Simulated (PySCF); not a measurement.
Sn(OAc)Me3, C5H12O2Sn.
SMILES: `CC(=O)[O][Sn]([CH3])([CH3])[CH3]`

Theory: TDDFT B3LYP/def2-SVPD, vertical, gas phase, core orbitals frozen in the response, def2 core potentials past Kr in PySCF. One conformer (not necessarily the lowest) at the PBE0-D3(BJ)/def2-SVP geometry, without solvent, vibrations or thermal averaging. Spin–orbit coupling is left out.

Problem. Predict the UV-vis stick spectrum at this level.

Solution. 

```
state  E (eV)  λ (nm)       f  |μ| (D)   main configurations (H = HOMO, L = LUMO)
   S1    5.89   210.5  0.0001     0.07                                H→L+1 (86%)
   S2    6.35   195.1   0.017     0.85                                  H→L (95%)
   S3    6.68   185.7   0.042     1.29                   H→L+2 (68%), H-2→L (22%)
   S4    6.82   181.9   0.105     2.02                                H-1→L (96%)
   S5    6.87   180.5   0.070     1.64                   H-2→L (75%), H→L+2 (20%)
   S6    7.09   175.0  0.0014     0.23                 H-1→L+2 (79%), H-3→L (12%)
   S7    7.18   172.7  0.0097     0.60               H-2→L+2 (79%), H-1→L+1 (10%)
   S8    7.21   172.1   0.011     0.63                 H-2→L+1 (79%), H→L+1 (10%)
   S9    7.25   171.1   0.058     1.45  H-1→L+1 (61%), H→L+4 (18%), H-2→L+2 (14%)
  S10    7.40   167.5   0.022     0.88                 H-3→L (77%), H-1→L+2 (13%)
```

Triplets (Tamm–Dancoff): T1 5.45 eV, H→L+1 (82%), H-2→L+1 (8%); T2 6.00 eV, H-3→L+1 (56%), H-1→L+1 (24%); T3 6.10 eV, H→L (62%), H-2→L (19%); T4 6.31 eV, H-1→L (77%).

The lowest singlet comes at 210 nm (568 kJ/mol) in the ultraviolet; it is dark (f under 0.0005); its leading configuration is HOMO→LUMO+1 (86%). The strongest level in the table is S4 at 6.82 eV (182 nm, f = 0.105). Löwdin shares by element: HOMO oxygen 67%, carbon 11% or more (atoms not listed hold the other 22%); LUMO tin 34%, carbon 26% or more (atoms not listed hold the other 40%). The listed states span 1.51 eV, and the widest gap between neighbours is 0.46 eV (S1 to S2). Of the 10 states listed, 7 reach f = 0.01 and 1 stays under 0.0005. Weighted by f, the mean energy of these states is 6.92 eV. Singlets were solved by full linear response, triplets in the Tamm–Dancoff approximation.
